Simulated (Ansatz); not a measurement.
`[OH][GeH]1[O]C[S]1` + H–F → `[F][GeH]1[O]C[S]1` + H₂O  (ligand exchange at a Ge–O bond)

Calculated with Ansatz (gas phase, PBE0-D4/def2-TZVP geometries, no zero-point term in ΔE). CCSD(T)/CBS is the MP2 limit (def2-TZVPP, def2-QZVPP) plus CCSD(T) − MP2 in def2-TZVPP, frozen cores. This one scheme is used for every species. DFT in def2-TZVPP. For Ge outer-core shells are correlated without core-valence functions, which leaves a few kJ/mol of doubt a bond. Scalar relativity is left out up to krypton. Each species was taken in one conformer, which may not be the lowest.

`[OH][GeH]1[O]C[S]1`:

```xyz
9

O    -0.726    0.340   -2.194
Ge   -0.881   -0.219   -0.533
O    -0.184    0.912    0.679
C     0.818    0.080    1.220
S     0.711   -1.515    0.273
H     0.187    0.529   -2.433
H    -2.370   -0.522   -0.378
H     1.811    0.516    1.088
H     0.635   -0.121    2.278
```

H–F:

Cartesian coordinates in Å:
```
F -0.077 0.372 0.260
H 0.077 -0.372 -0.260
```

`[F][GeH]1[O]C[S]1`:

Cartesian coordinates in Å:
```
F -1.792 -1.668 -0.574
Ge -1.029 -0.466 0.408
O 0.743 -0.659 0.373
C 1.074 0.522 -0.331
S -0.539 1.409 -0.604
H -1.719 -0.586 1.766
H 1.736 1.157 0.261
H 1.527 0.292 -1.297
```

H₂O:

```xyz
3

O     0.203   -0.310    0.119
H     0.001    0.483    0.620
H    -0.204   -0.173   -0.739
```

```csv
level,ΔE (eV)
r2SCAN-D4,-0.25
CCSD(T)/def2-TZVPP,-0.19
```

(1) What does CCSD(T)/CBS give? (Best estimate.)

Largest T1 diagnostic among the species: 0.013.

Answers

(1) The calculation gave: -0.20 eV. The listed levels differ from it by -0.05, 0.01 eV.

In def2-TZVPP, CCSD(T) changes the Hartree–Fock value by +0.10 eV (the triples alone add +0.01 eV) and MP2 by +0.13 eV. The D4 term adds +0.03 eV with B3LYP and +0.02 eV with PBE0; it sums over pairs of atoms, weighted by their polarisabilities, and B3LYP, whose exchange is more repulsive, gets the larger term.

B3LYP here is the variant with VWN-RPA as its local correlation; programs differ in this.
